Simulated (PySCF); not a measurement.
THF cation (C4H8O), SMILES C1CCOC1 (connectivity only; charge and spin as stated), charge +1, multiplicity 2. Coordinates come from a PBE-D3(BJ)/def2-SVP optimisation. The multiplicity is an assumed one; no other spin state was optimised. Other conformers were not sampled.

Computed with PBE-D3(BJ)/def2-SVP in PySCF 2.14.0.

Harmonic wavenumbers (cm⁻¹): 196, 232, 561, 618, 748, 766, 829, 871, 886, 914, 949, 968, 1008, 1069, 1071, 1119, 1158, 1220, 1253, 1271, 1275, 1282, 1311, 1393, 1408, 2753, 2787, 2942, 2952, 2991, 2995, 3088, 3091. Rotational constants (GHz): 7.102, 6.978, 3.963; symmetry number 2.

Problem. Work out the zero-point energy and the ideal-gas rigid-rotor harmonic-oscillator thermochemistry at 298.15 K and 1 atm.

Solution. ZPE = ½ Σ hcν = ½ × 47974 cm⁻¹ = 68.58 kcal/mol. H − E(el) = 72.30 kcal/mol. Entropy in cal/(mol K): translation 38.74, rotation 23.53, vibration 6.87, spin 1.38, total 70.52. G − E(el) = 51.27 kcal/mol. Cp = 20.82 cal/(mol K).
